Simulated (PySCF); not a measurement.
H9Si4, SMILES [SiH3][Si]([SiH3])[SiH3], multiplicity 2. Atoms are numbered in the order given.

```xyz
13

Si    -1.9751    -1.1403     0.0910
Si     0.0000     0.0000    -0.3994
Si     0.0000     2.2807     0.0910
Si     1.9751    -1.1403     0.0910
H     -3.1415    -0.4077    -0.4898
H     -2.1842    -1.2611     1.5694
H     -1.9239    -2.5168    -0.4898
H     -1.2177     2.9245    -0.4898
H      1.2177     2.9245    -0.4898
H      0.0000     2.5222     1.5694
H      2.1842    -1.2611     1.5694
H      3.1415    -0.4077    -0.4898
H      1.9239    -2.5168    -0.4898
```
Charge 0, spin multiplicity 2.

Coordinates come from a r2SCAN-D4/def2-SVP optimisation. The isomer is the one that the SMILES or the coordinates give; other isomers of the formula were not compared.

All values below come from CAM-B3LYP/def2-TZVP run with PySCF.

ESP charges are fitted to the potential on shells at 1.4 to 2.0 van der Waals radii. Atomic charges (e):

| atom | ESP fit | Löwdin | meta-Löwdin | Mulliken spin |
|---|---|---|---|---|
| Si1 | 0.14 | 0.09 | 0.27 | 0.00 |
| Si2 | -0.03 | 0.02 | -0.07 | 0.89 |
| Si3 | 0.11 | 0.09 | 0.27 | 0.00 |
| Si4 | 0.14 | 0.09 | 0.27 | 0.00 |
| H5 | -0.04 | -0.03 | -0.08 | 0.00 |
| H6 | -0.04 | -0.03 | -0.08 | 0.03 |
| H7 | -0.04 | -0.03 | -0.08 | 0.00 |
| H8 | -0.04 | -0.03 | -0.08 | 0.00 |
| H9 | -0.04 | -0.03 | -0.08 | 0.00 |
| H10 | -0.04 | -0.03 | -0.08 | 0.03 |
| H11 | -0.04 | -0.03 | -0.08 | 0.03 |
| H12 | -0.04 | -0.03 | -0.08 | 0.00 |
| H13 | -0.04 | -0.03 | -0.08 | 0.00 |

Computed Mayer and Wiberg (Löwdin basis) orders of the bonds:
| bond | Mayer | Wiberg |
|---|---|---|
| Si1–Si2 | 0.97 | 1.23 |
| Si2–Si3 | 0.97 | 1.23 |
| Si2–Si4 | 0.97 | 1.23 |
| Si1–H5 | 0.95 | 0.96 |
| Si1–H6 | 0.94 | 0.96 |
| Si1–H7 | 0.95 | 0.96 |
| Si3–H8 | 0.95 | 0.96 |
| Si3–H9 | 0.95 | 0.96 |
| Si3–H10 | 0.94 | 0.96 |
| Si4–H11 | 0.94 | 0.96 |
| Si4–H12 | 0.95 | 0.96 |
| Si4–H13 | 0.95 | 0.96 |
